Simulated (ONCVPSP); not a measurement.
What one change does to a pseudopotential (Dy (Z = 66), ONCV)

* Element: dysprosium
* Generator: ONCVPSP 4.0.1
* Type: optimised norm-conserving Vanderbilt (ONCV)
* Functional: PBEsol
* Relativity: scalar-relativistic
* Frozen core: [Kr] 4d10 4f9
* Valence charge: 11
* Reference configuration: 5s2 5p6 5d1 6s1 6p1
* Partial waves: 5s+6s: rc 1.85 bohr, ncon 3, nbas 7, qcut 4.9 1/bohr, 2 projectors; 5p+6p: rc 3.00 bohr, ncon 5, nbas 8, qcut 3.9 1/bohr, 2 projectors; 5d: rc 1.85 bohr, ncon 5, nbas 10, qcut 4.5 1/bohr, local
* Local potential: the d channel
* Core correction: Teter function, fcfact 3.25, rcfact 1.8

Change: p: qcut 5.5.

Cutoffs: the cutoffs (Ha) at which the residual kinetic energy of the hardest occupied pseudo-wave falls to 1 and 0.1 mHa per electron; they do not see the model core or the augmentation charge, which bear on the density cutoff. Errors are all-electron minus pseudo energies relative to the spin-unpolarised reference configuration.

**Question.** Predict the effect on cutoff, ghosts and configuration errors.

**Answer.** The potential gets neither clearly harder nor softer (10 Ha and 26 Ha → 10 Ha and 26 Ha); the s channel sets the loose cutoff, while the largest relative change is in p, which becomes harder; the errors of the 4 common tests hardly move; neither file shows a bound ghost.

| quantity | base | changed |
| --- | --- | --- |
| cutoff, loose | 10 Ha | 10 Ha |
| cutoff, tight | 26 Ha | 26 Ha |
| loose cutoff by channel | s 10 Ha, p 6.9 Ha, d 8.9 Ha | s 10 Ha, p 8.1 Ha, d 8.9 Ha |
| bound ghosts | none | none |
| GHOST(+) flags under 300 eV | none | none |
| error for 5s2 5p6 5d1 6s2 6p0, meV [ΔE -3.05 eV] | -1.6 | -1.5 |
| error for 5s2 5p6 5d1 6s1 6p0, meV [ΔE 3.82 eV] | -2.0 | -2.0 |
| error for 5s2 5p6 5d1 6s0 6p0, meV [ΔE 16.20 eV] | -24 | -23 |
| error for 5s2 5p6 5d1 6s0 6p1, meV [ΔE 7.60 eV] | -9.3 | -8.8 |
| s: phases at 1.87 bohr within 0.05 rad from the reference energy up to (Ha; the scan ends near 5) | 1.4 | 1.4 |
| p: phases at 3.04 bohr within 0.05 rad from the reference energy up to (Ha; the scan ends near 5) | 2.7 | 2.5 |
| d: phases at 1.87 bohr within 0.05 rad from the reference energy up to (Ha; the scan ends near 5) | 3.4 | 3.4 |
| rms error of d²Exc/dni dnj with the model core, mHa | 1.68 | 1.68 |
